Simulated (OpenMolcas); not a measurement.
Co²⁺: from CASSCF to CASPT2

| Item | Value |
| --- | --- |
| Program | OpenMolcas |
| Basis | ANO-RCC-VDZP [5s4p2d1f] |
| Scalar Hamiltonian | DKH2, point nucleus |
| Active space | 7 electrons in 5 orbitals (3d) |
| State averaging | 2S+1 = 4 even, 10 roots; 2S+1 = 2 even, 40 roots |
| Spin-orbit coupling | RASSI with atomic mean-field integrals over the reference wave functions, term energies averaged over their components |

Methods on the same reference wave functions:
A. CASSCF
B. SS-CASPT2, IPEA 0.25 Eh, imaginary shift 0.1 Eh (closed shells correlated: 3s 3p)
C. MS-CASPT2, IPEA 0.25 Eh, imaginary shift 0.1 Eh (closed shells correlated: 3s 3p)
D. XMS-CASPT2, IPEA 0.25 Eh, imaginary shift 0.1 Eh (closed shells correlated: 3s 3p)

Energies in cm⁻¹ above 3d⁷ ⁴F_9/2, the measured ground level; measured values from Sugar and Corliss, J. Phys. Chem. Ref. Data 10, 1097 (1981).

| Level | A | B | C | D | Measured |
| --- | --- | --- | --- | --- | --- |
| 3d⁷ ⁴F_9/2 | 0.0 | 0.0 | 0.0 | 0.0 | 0.0 |
| 3d⁷ ⁴F_7/2 | 856 | 859 | 859 | 857 | 841 |
| 3d⁷ ⁴F_5/2 | 1488 | 1488 | 1488 | 1486 | 1451 |
| 3d⁷ ⁴F_3/2 | 1922 | 1918 | 1917 | 1916 | 1867 |
| 3d⁷ ²G_9/2 | 19032 | 16930 | 16940 | 18040 | 16978 |
| 3d⁷ ⁴P_5/2 | 19092 | 16480 | 16470 | 16770 | 15202 |
| 3d⁷ ⁴P_3/2 | 19385 | 16780 | 16640 | 16970 | 15428 |
| 3d⁷ ⁴P_1/2 | 19783 | 17170 | 17120 | 17430 | 15811 |
| 3d⁷ ²G_7/2 | 19846 | 17740 | 17740 | 18840 | 17766 |
| 3d⁷ ²P_3/2 [70 %] | 25170 | 22340 | 20200 | 20940 | 20195 |
| 3d⁷ ²H_11/2 | 25305 | 22930 | 23660 | 24480 | 22720 |
| 3d⁷ ²P_1/2 | 26021 | 23480 | 20870 | 21630 |  |
| 3d⁷ ²H_9/2 | 26023 | 23650 | 24370 | 25190 | 23434 |
| 3d⁷ ²D_5/2(1) | 27398 | 23330 | 23280 | 23950 | 23059 |
| 3d⁷ ²D_3/2(1) [72 %] | 28663 | 24880 | 24500 | 25180 | 24237 |
| 3d⁷ ²F_5/2 | 43803 | 38770 | 38780 | 39730 | 37021 |
| 3d⁷ ²F_7/2 | 44159 | 39140 | 39140 | 40090 | 37316 |
| 3d⁷ ²D_3/2(2) | 68333 | 60420 | 60420 | 60660 |  |
| 3d⁷ ²D_5/2(2) | 68744 | 60840 | 60890 | 61130 |  |

Deviations, from unrounded energies. A percentage is the sum of absolute deviations over the sum of measured energies, with the sign that they share, or ± where signs differ.

| Against measurement | Levels | A | B | C | D |
| --- | --- | --- | --- | --- | --- |
| mean absolute deviation (cm-1) | 15 | 3200 | 750 | 660 | 1200 |
| fine structure of the ground term (%) | 3 | +2.6 | +2.5 | +2.5 | +2.4 |
| other terms of the ground configuration (%) | 12 | +18.0 | ±4.1 | ±3.6 | +6.8 |

C lies closest to measurement on these levels and A furthest from it. The largest miss of C in the table is 3d⁷ ²F_7/2, by +1800 cm-1. The ranking rests on the paired levels alone, and a cruder setting can come out closer through cancelling errors.

Among B to D the level of the table that moves most is 3d⁷ ²P_1/2, by 2600 cm-1 (lowest in C, highest in B). Moves below CASPT2's spread within the term are not significant.

The mean deviations of B to D differ by less than CASPT2's widest spread within a term (1300 cm-1), so their order carries little weight.

From A to B the spin-free energies of the other terms of 3d⁷ shown, above ⁴F, scale by factors of 0.85 to 0.90, as is usual when dynamic correlation screens the repulsion within a d or f shell.

The lowest spin-free term lies below A's lowest term by 0.388 hartree in B, 0.388 hartree in C, 0.394 hartree in D.

Term energies are means over components that CASPT2 splits; among the terms shown or strongly mixed into the levels shown the widest spread is 1300 cm-1 (3d⁷ ⁴F, D). The CASPT2 spread within a term exceeds the gap to the next term for 3d⁷ ²P and 3d⁷ ²H, 3d⁷ ²H and 3d⁷ ²D(1), so the order of their levels is uncertain (figures for B; the like holds for C, D). Without dynamic correlation excited terms often stand tens of per cent too high (terms of higher spin than the ground term too low), and those without a measured partner can miss by more than the paired ones (holds for A). Some levels mix across a computed gap that differs much from the measured one, so their mixing is not that of the real levels (holds for B; C). Measured partners are found by configuration, term and J. A level has none where our copy of the source lacks it or the pairing is in doubt (some pairs that miss far off the trend of their configuration count as doubtful), and it then counts in no deviation. Only configurations of the active space appear.

A share in square brackets marks a mixed level and gives the weight of the term that names it, the lowest over the columns. A number in round brackets counts repeated terms of one configuration in the order of the reference energies.
